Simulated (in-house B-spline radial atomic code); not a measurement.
## Ionising Tc5+ with different functionals

Computed with a radial B-spline atomic code at the basis-set limit: scalar-relativistic (spin-free X2C) Hamiltonian, Fermi nucleus of rms radius 4.41117 fm, spin-polarised at highest spin, spherical fractional occupations for the functionals, the average over the highest-spin determinants for Hartree-Fock. The ionisation energy is the difference of two self-consistent energies, [Kr] 4d2 → [Kr] 4d1, without Breit or QED terms; ε is the level of the shell that loses the electron (its least bound occupied spin orbital). There is no spin-orbit coupling in this Hamiltonian.

Hybrids are left out here: with spherical fractional occupations of an open shell their exact exchange keeps a self-interaction that integer-occupation calculations don't have.

| method | rung | ΔSCF (eV) | -ε(4d) (eV) |
| --- | --- | --- | --- |
| Hartree-Fock | Hartree-Fock | 71.62 | 72.24 |
| LDA VWN5 | LDA | 72.99 | 65.19 |
| LDA PW92 | LDA | 72.98 | 65.18 |
| LDA exchange-only | LDA | 71.44 | 63.71 |
| PBE | GGA | 72.89 | 65.11 |
| PBEsol | GGA | 72.85 | 65.07 |
| BLYP | GGA | 72.70 | 64.90 |
| RPBE | GGA | 72.86 | 65.08 |
| PW91 | GGA | 72.96 | 65.18 |
| BP86 | GGA | 72.91 | 65.13 |
| AM05 | GGA | ? | ? |
| OLYP | GGA | 73.18 | 65.36 |
| TPSS | meta-GGA | 72.75 | 64.99 |
| SCAN | meta-GGA | 72.66 | 65.02 |
| r2SCAN | meta-GGA | 72.69 | 65.06 |
| revTPSS | meta-GGA | ? | ? |

(1) What does revTPSS give?

(2) What does AM05 give?

(3) How do they compare with the NIST value?

Results:

(1) ΔSCF 72.68 eV, and -ε(4d) = 64.93 eV.

(2) ΔSCF 72.83 eV, and -ε(4d) = 65.04 eV.

(3) NIST lists 72 eV ± 2 (tabulated theory, ground level to ground level). Errors run from -0.56 to +1.18 eV; all lie within about twice that uncertainty, so the table can't rank the methods. Hartree-Fock also lacks correlation.
